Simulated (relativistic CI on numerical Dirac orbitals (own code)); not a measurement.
**Hyperfine structure of Sn8+, mass number 117**

Computed by Dirac-Coulomb-Breit CI, KLI orbitals optimised for each configuration, model QED (radiative potential, 1s self-energy scaled to tabulated hydrogen-like ionisation energies), unscaled Slater integrals (own radial code, finite nucleus).

Configurations in the expansion (outside the closed core [Ar] 3d10): 4s²4p⁶4d⁶, 4s²4p⁵4d⁷, 4s²4p⁶4d⁵4f, 4s²4p⁶4d⁵5s, 4s²4p⁶4d⁵5p, 4s²4p⁴4d⁸, 4s²4p⁶4d⁴5s², 4s4p⁶4d⁷, 4s²4p⁶4d⁴5s5p, 4s²4p⁶4d⁵5d, 4s²4p⁶4d⁴5p², 4s²4p⁶4d⁵6s, 4s²4p⁶4d⁵6p, 4p⁶4d⁸, 4s²4p⁶4d⁵6d, 4s4p⁵4d⁸. Levels of other configurations are missing.

Nuclear spin I = 1/2, μ = -0.9995 μN (tables of Stone and Pyykkö). The electronic factors are computed for point nuclear moments, without core polarisation or the Bohr-Weisskopf and QED corrections.

| Level | E (cm⁻¹) | A (MHz) |
| --- | --- | --- |
| 4s²4p⁶4d⁶ ⁵D4 | 0.0 | -1914 |
| 4s²4p⁶4d⁶ ⁵D3 | 4974.1 | -1330 |
| 4s²4p⁶4d⁶ ⁵D2 | 6467.0 | -1445 |
| 4s²4p⁶4d⁶ ⁵D1 | 8364.0 | -1295 |
| 4s²4p⁶4d⁶ ³P2 | 26484.4 | -1171 |
| 4s²4p⁶4d⁶ ³H5 | 32117.3 | -2990 |
| 4s²4p⁶4d⁶ ³H6 | 32161.6 | -3172 |
| 4s²4p⁶4d⁶ ³F3 | 33942.3 | -3400 |

Levels with J = 0, under 50 % of one LS term, or S terms without an open s electron are left out. Small factors come from cancelling terms and can be off by tens of per cent or more.

At this charge configurations can still be misplaced by up to about 7 % of their energy. Terms inside the open d or f shell come out 10 to 20 % too wide with unscaled integrals.

Give the hyperfine levels of 4s²4p⁶4d⁶ ⁵D4 relative to its centre of gravity.

With K = F(F + 1) − I(I + 1) − J(J + 1), E = AK/2: F = 7/2: 4786, F = 9/2: -3829 MHz.

LS names give the leading component of a level, which can be under half, so a name can repeat, a term be missing and a line seem to break the LS rules.
